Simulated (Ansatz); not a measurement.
The cluster Sn4Ge⁻: single points at one geometry.

```yaml
crystal:
  periodic: [false, false, false]
  atoms:
    - {symbol: Ge, position_ang: [0.751728, 1.249481, -0.198907]}
    - {symbol: Sn, position_ang: [-1.820658, 1.365290, 0.356108]}
    - {symbol: Sn, position_ang: [-0.130626, -0.733973, 1.679931]}
    - {symbol: Sn, position_ang: [-0.806089, -0.822964, -1.432094]}
    - {symbol: Sn, position_ang: [2.005644, -1.057834, -0.405037]}
basis:
  gaussian: {orbitals: def2-SVPD, initial_orbitals: start.molden}
total_charge: -1
magnetization: {spin_polarized: true, initial_magnetization: 1}
hamiltonian: {xc: pbe, dispersion: d4}
scf: {omitted_lower_state_checks: [starts]}
output: {orbitals: {seedname: orbitals}}
```

The file start.molden holds the orbitals of an earlier run on this structure, at another level or in another basis.

```sh
$ ansatz run in.yaml --threads 4 --pin off --events-out ev --progress --plain --max-ram 4787MiB
```

Shortened log:

```
Functional definition: PBE
1821 factors; their error is unknown
mean field evaluation 1: about -79834.3563 eV, gradient 2.6e1 eV
mean field evaluation 2: about -79834.6719 eV, gradient 6.0e-1 eV
mean field evaluation 4: about -79834.6535 eV, gradient 7.9e-2 eV
mean field evaluation 8: about -79834.6535 eV, gradient 1.5e-5 eV
mean field -79834.65351063 eV, -2933.8694026438 hartree, gradient 1.5e-5 eV, S^2 0.755481; 0 other end points of the search recorded, 0 dependent functions left out
reference -79834.65354878 eV, -2933.8694040459 hartree; 61, 60 occupied and 105, 106 virtual orbitals, 1821 factors
Total energy: -79835.05665995 eV, -2933.8842181082 hartree
Checks for a lower state left out: starts
```

Hardware: 4 threads of Arm Neoverse V2 on a shared host. Wall time 7 s.

The first input with `hamiltonian: {xc: pbe0, dispersion: d4}` (abridged; 12 s):

```
Functional definition: PBE0
mean field -79836.65291626 eV, -2933.9428794457 hartree, gradient 1.9e-5 eV, S^2 0.761812
Total energy: -79836.99952488 eV, -2933.9556170773 hartree
Checks for a lower state left out: starts
```

Geometry: r2SCAN-D4/def2-SVPD.

In the def2 sets Sn takes a core potential; there is no spin–orbit coupling. The structure comes from a short search, and lower isomers may exist.
